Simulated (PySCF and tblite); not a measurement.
The numbers below are computed, except where a source is named.
4-bromopyridine, C5H4BrN, numbered as in [Br:1][c:2]1[cH:3][cH:4][n:5][cH:6][cH:7]1.

GFN2-xTB molecular dynamics (tblite; Langevin, friction 0.005 fs⁻¹, 1.5 fs steps, hydrogen mass 4 u): 400 + 8000 steps at each temperature, started from the lowest conformer, nuclei classical.

GIAO shieldings at PBE/pcSseg-1 (PySCF) on 9 frames a temperature; like atoms are averaged, and of two unlike H on one atom a is the less shielded at the minimum.

(1) How far do thermal motions move the shieldings from their values at the minimum?

(2) What do the single frames at 400 K give for C2?

Spin–orbit effects of the heavy atoms on shieldings are missing. Changes within two standard errors are not significant.

The study took 14 min on 1 thread of AMD EPYC 7B13, shared host (rough), peak memory 0.72 GiB, launched as `OMP_NUM_THREADS=1 python ens_run.py task.json out`.

## Answers

(1) 
| signal | σ at minimum (ppm) | Δσ, 200 K | Δσ, 400 K | Δσ, 600 K |
| --- | --- | --- | --- | --- |
| Br1 | 1840.5 | -25.0 ± 17.8 | -14.2 ± 32.4 | -45.6 ± 37.1 |
| C2 | 26.0 | 0.1 ± 1.7 | 0.4 ± 2.1 | -3.6 ± 2.1 |
| C3/C7 | 51.5 | -0.5 ± 0.6 | -1.4 ± 0.8 | -3.1 ± 1.8 |
| C4/C6 | 29.0 | -1.1 ± 0.6 | -1.9 ± 1.0 | -2.4 ± 1.7 |
| N5 | -84.1 | -3.6 ± 3.1 | -7.7 ± 3.3 | -7.6 ± 6.3 |
| H3/H7 | 24.25 | -0.11 ± 0.08 | -0.29 ± 0.12 | -0.37 ± 0.19 |
| H4/H6 | 22.90 | -0.14 ± 0.08 | -0.13 ± 0.10 | -0.29 ± 0.12 |

Errors are standard errors over frames. Zero-point motion is missing, and a reference compound would move too.

(2) 
```json
{"t (fs)": "1266", "V above the minimum, tight binding (kcal/mol)": "5.3", "E above it, DFT (kcal/mol)": "4.0", "torsions (°)": "none", "σ (ppm)": "34.5"}
{"t (fs)": "2600", "V above the minimum, tight binding (kcal/mol)": "11.3", "E above it, DFT (kcal/mol)": "11.7", "torsions (°)": "none", "σ (ppm)": "23.4"}
{"t (fs)": "3933", "V above the minimum, tight binding (kcal/mol)": "7.7", "E above it, DFT (kcal/mol)": "6.9", "torsions (°)": "none", "σ (ppm)": "16.4"}
{"t (fs)": "5266", "V above the minimum, tight binding (kcal/mol)": "4.1", "E above it, DFT (kcal/mol)": "4.3", "torsions (°)": "none", "σ (ppm)": "22.6"}
{"t (fs)": "6600", "V above the minimum, tight binding (kcal/mol)": "15.0", "E above it, DFT (kcal/mol)": "14.6", "torsions (°)": "none", "σ (ppm)": "24.5"}
{"t (fs)": "7934", "V above the minimum, tight binding (kcal/mol)": "7.1", "E above it, DFT (kcal/mol)": "6.8", "torsions (°)": "none", "σ (ppm)": "22.0"}
{"t (fs)": "9267", "V above the minimum, tight binding (kcal/mol)": "12.8", "E above it, DFT (kcal/mol)": "12.3", "torsions (°)": "none", "σ (ppm)": "35.1"}
{"t (fs)": "10600", "V above the minimum, tight binding (kcal/mol)": "9.0", "E above it, DFT (kcal/mol)": "9.7", "torsions (°)": "none", "σ (ppm)": "26.9"}
{"t (fs)": "11934", "V above the minimum, tight binding (kcal/mol)": "17.0", "E above it, DFT (kcal/mol)": "16.4", "torsions (°)": "none", "σ (ppm)": "32.7"}
```
